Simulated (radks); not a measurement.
Problem. All-electron atom: Mn5+ in [Ar] 3d1 4p1 (not the ground configuration). Calculated with a radial shooting solver on a logarithmic mesh with Libxc functionals: scalar-relativistic Kohn-Sham, PBE, spin-polarised, spherical densities, finite nucleus; open shells are filled with parallel spins first; Fermi nuclear charge, rms radius 3.7057 fm. Some entries of the table are withheld. Estimate them.

orbital,occ.,eigenvalue (Ry),<r^2> (bohr^2),r(max) (bohr)
1s up,1,-479.6834,0.004990,0.03987
1s down,1,-479.6766,0.004990,0.03987
2s up,1,-62.09710,0.09215,0.2326
2s down,1,-62.03925,0.09201,0.2325
2p up,3,-53.71295,0.07508,0.1885
2p down,3,-53.66503,0.07494,0.1885
3s up,1,-12.97950,0.7501,0.7194
3s down,1,-12.84671,0.7510,0.7200
3p up,3,(1),0.8102,0.7261
3p down,3,(2),0.8112,0.7269
3d up,1,-6.86449,0.9092,0.6771
3d down,0,-6.72714,0.9098,0.6789
4p up,1,-3.77227,4.988,1.966

Solution. 
(1) 3p up eigenvalue (Ry): -10.59206
(2) 3p down eigenvalue (Ry): -10.45920
